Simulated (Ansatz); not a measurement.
**Scan of the F1–Ge2 bond length**

GeHSF (SMILES [F][Ge][SH]), singlet, at its PBE0-D4/def2-TZVP minimum:

```xyz
4
angstrom
F -1.9109 0.4714 0.5746
Ge -0.3041 -0.0642 1.0419
S 0.5315 -0.0274 -1.0308
H 1.7390 -0.4401 -0.6060
```

The bond length F1–Ge2 (1.757 Å at the minimum) is set to the values below, with the rest relaxed at PBE0-D4/def2-TZVP at each step. Each method's energies count from its own value at the PBE0-D4 minimum structure. Ansatz 0.2.0; basis: def2-TZVPP; cores frozen in the correlated methods. Filled d shells of the heavier atoms are correlated. The def2 sets are not built for correlating such inner shells, so the correlated values are less sure here. B3LYP uses VWN-RPA correlation.

```csv
bond length (Å),CCSD(T) (eV),MP2 (eV),PBE-D4 (eV),B3LYP-D4 (eV),wB97M-V (eV)
1.581,0.513,0.517,0.647,0.592,0.545
1.617,0.298,0.301,0.404,0.360,0.323
1.668,0.105,0.107,0.172,0.144,0.120
1.729,0.007,0.008,0.028,0.019,0.012
1.795,0.021,0.020,-0.007,0.004,0.014
1.867,0.134,0.132,0.055,0.086,0.117
1.944,0.332,0.329,0.200,0.251,0.303
2.024,0.589,0.586,0.404,0.473,0.549
2.108,0.891,0.891,0.653,0.740,0.840
```

Minimum and curvature along this coordinate at CCSD(T): A fifth-order fit through the nearest points gives 1.753 Å, with a curvature of about 25 eV/Å².

Largest difference from the CCSD(T) curve over the scan: r2SCAN-D4 0.067; PBE0-D4 0.053; HF 0.170 eV. Each curve counts from its own value at the minimum.

The T1 diagnostic stays at or below 0.018.

For scale, one of the runs: CCSD(T)/def2-TZVPP, 135 basis functions (an equivalent command: `ansatz run in.yaml --threads 2`). The run took 7 s on 2 CPU threads (shared host), with 0.75 GiB of host memory at its peak.
